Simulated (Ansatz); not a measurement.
Basis-set extrapolation for `[C]#C[SiH2]Cl` radical (PBE0-D4/def2-TZVP geometry, frozen core, Ansatz). Multiplicity 2, UHF reference.

|  | def2-TZVPP | def2-QZVPP |
| --- | --- | --- |
| HF | -825.297138 | -825.321894 |
| MP2 correlation | -0.536157 | -0.581714 |
| CCSD(T) correlation | -0.627486 | not run |

Energies in hartree. Use E(X) = E(∞) + A·exp(−7.88·√X) for Hartree–Fock and E(X) = E(∞) + B·X^(−2.97) for correlation, with X = 3 and 4, and add CCSD(T) minus MP2 of the smaller set to the MP2 limit.

Task: What is the CCSD(T) energy at the basis-set limit?

Result: HF limit: -825.321894 + (-0.024756) × 0.13774 = -825.32530. MP2 limit: -0.581714 + (-0.045557) × 0.74074 = -0.61546. Higher-order term: -0.627486 − (-0.536157) = -0.09133. Total: -826.03209 hartree, 282.2 kJ/mol below CCSD(T)/def2-TZVPP.

The UHF reference is spin-contaminated (⟨S²⟩ = 1.17, T1 = 0.046).
